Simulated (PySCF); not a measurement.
Problem. What does the GFN2-xTB structure of `FC(F)[C@@]12C=CC[C@]1(F)C2` look like in three dimensions?

Solution. 
```
atom  x, y, z in Å
F1     2.7601   -0.3048    1.0613
C2     2.0191    0.2829    0.0837
F3     2.1875    1.6175    0.2468
C4     0.5719   -0.0989    0.1976
C5    -0.2630    0.4705    1.2879
C6    -1.5029    0.6985    0.8742
C7    -1.7100    0.3607   -0.5759
C8    -0.3689   -0.2093   -0.9861
F9     0.0519    0.0566   -2.2531
C10    0.1211   -1.4520   -0.3268
H11    2.4594    0.0014   -0.8855
H12    0.1414    0.6648    2.2643
H13   -2.3043    1.0908    1.4738
H14   -1.9411    1.2533   -1.1620
H15   -2.5211   -0.3553   -0.7189
H16    0.8574   -2.0332   -0.8613
H17   -0.5655   -2.0316    0.2702
```

Any rigid rotation of these coordinates is as good. Atoms count from 1 in this order. The 3-membered ring C4–C8–C10 has internal angles of 58.8° to 60.7°. The 5-membered ring C4–C5–C6–C7–C8 has internal angles of 102.9° to 113.0° (sum 540°, against 540° for a flat polygon); it is almost planar, 0.02 Å rms from its mean plane, widest ring torsion 4°. The C–C distances run from 1.327 Å (C5=C6, drawn double) to 1.520 Å (C4–C10, drawn single), a spread of 0.193 Å. Of the pairs four or more bonds apart, C6···H17 is among the closest relative to their van der Waals radii: 2.95 Å, 102 % of the sum of Bondi's values.

Bonds between heavy atoms (Å): F1–C2 1.360, C2–F3 1.355, C2–C4 1.501, C4–C5 1.487, C5=C6 1.327, C6–C7 1.503, C7–C8 1.514, C8–F9 1.361, C8–C10 1.490, C4–C8 1.516, C4–C10 1.520.

Structure optimised with GFN2-xTB, isolated species.

Point group: C1 (no symmetry element, even within 0.4 Å). Not checked by GFN2-xTB frequencies. The numbers are those of one conformer (F1–C2–C4–C5 73°).

These are computed values.
